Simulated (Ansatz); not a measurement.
Basis sets compared for the cluster Pd2H⁻. The state is a singlet with charge -1. Geometry r2SCAN-D4/def2-TZVPD. Ansatz on 4 threads of Arm Neoverse V2 on a shared host; times are rough, and most runs start from earlier orbitals.

Cartesian coordinates in Å:
```
Pd 0.879 -1.309 -0.797
Pd -0.896 0.246 -0.052
H 0.017 1.063 0.848
```

In the def2 sets Pd takes a core potential; there is no spin–orbit coupling. At PBE-D4/def2-SVPD, PBE-D4/def2-TZVPD, PBE0-D4/def2-SVPD, PBE0-D4/def2-TZVPD the highest occupied level of the charge -1 singlet lies above zero (up to 1.24 eV). By energy differences its removal costs 1.40 eV (vertical, to the charge 0 doublet, at PBE0-D4/def2-TZVPD), and other spins of that charge weren't run. This restricted singlet of an open-shell metal (gap down to 0.48 eV) wasn't tested against broken symmetry. The structure comes from a short search, and lower isomers may exist.

```csv
level,functions,energy (Eh),HOMO (eV),LUMO (eV),wall time
PBE-D4/def2-SVPD,76,-256.4194,1.24,1.72,0.65 s
PBE0-D4/def2-SVPD,76,-256.3379,0.32,2.52,0.6 s
```

Question: Estimate the rows for PBE-D4/def2-TZVPD, PBE0-D4/def2-TZVPD.

Answer: 
| level | functions | energy (Eh) | HOMO (eV) | LUMO (eV) | wall time |
| --- | --- | --- | --- | --- | --- |
| PBE-D4/def2-TZVPD | 89 | -256.4886 | 1.22 | 1.70 | 0.55 s |
| PBE0-D4/def2-TZVPD | 89 | -256.4039 | 0.29 | 2.53 | 1.1 s |
